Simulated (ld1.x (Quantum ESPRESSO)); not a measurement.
## What one change does to a pseudopotential (Te (Z = 52), TM)

ld1.x (Quantum ESPRESSO) 7.5 input, shortened:

```
&input
   title='Te', zed=52., rel=1, dft='BLYP', iswitch=3,
   config='[Kr] 4d10 5s1 5p5'
 /
 &inputp
   pseudotype=2, tm=.true., lloc=1,
   nlcc=.true., rcore=0.70
 /
3
5S  1  0   1.00   0.00  1.80  1.80  0.0
4D  3  2  10.00   0.00  0.90  0.90  0.0
5P  2  1   5.00   0.00  1.75  1.75  0.0
 &test
   configts(1)='4d10 5s1 5p5'
 /
```

Change: all radii but the core radius scaled by about 1.29 (s 2.32, p 2.26, d 1.16 bohr).

Cutoffs: the cutoffs (Ry, on a coarse ladder) from which the occupation-weighted sum of valence levels, in a spherical-Bessel basis at the reference potential, stays within 10 and 1 mRy of its value at 400 Ry; they do not see the model core or the augmentation charge, which bear on the density cutoff. Errors are all-electron minus pseudo energies relative to the spin-unpolarised reference configuration.

Predict the effect on cutoff, ghosts and configuration errors.

The potential gets neither clearly harder nor softer (140 Ry and 160 Ry → 110 Ry and 200 Ry); the bound ghost in s disappears; of the 7 tests that both files solve, the error grows in 4 and shrinks in 3 by more than 15 % and 0.3 meV (median size 3.9 → 13.4 meV).

| quantity | base | changed |
| --- | --- | --- |
| cutoff, loose | 140 Ry | 110 Ry |
| cutoff, tight | 160 Ry | 200 Ry |
| loose cutoff by channel (10 mRy a level) | s 18 Ry, d 100 Ry, p 25 Ry | s 12 Ry, d 90 Ry, p 12 Ry |
| bound ghosts | s | none |
| error for 4d10 5s2 5p4, meV [ΔE -9.31 eV] | -0.2 | -8.3 |
| error for 4d10 5s2 5p3, meV [ΔE 0.27 eV] | -2.8 | -13 |
| error for 4d10 5s2 5p2, meV [ΔE 18.08 eV] | -3.9 | -11 |
| error for 4d10 5s0 5p6, meV [ΔE 9.52 eV] | -0.6 | -11 |
| error for 4d9 5s2 5p5, meV [ΔE 28.90 eV] | -519 | -346 |
| error for 4d9 5s2 5p4, meV [ΔE 39.71 eV] | -481 | -260 |
| error for 4d10 5s2 5p0, meV [ΔE 81.50 eV] | -52 | +37 |

 A true bound ghost makes a file unfit for plane-wave use even where its test errors are small: the radial tests pick states by their node count and pass the ghost by.
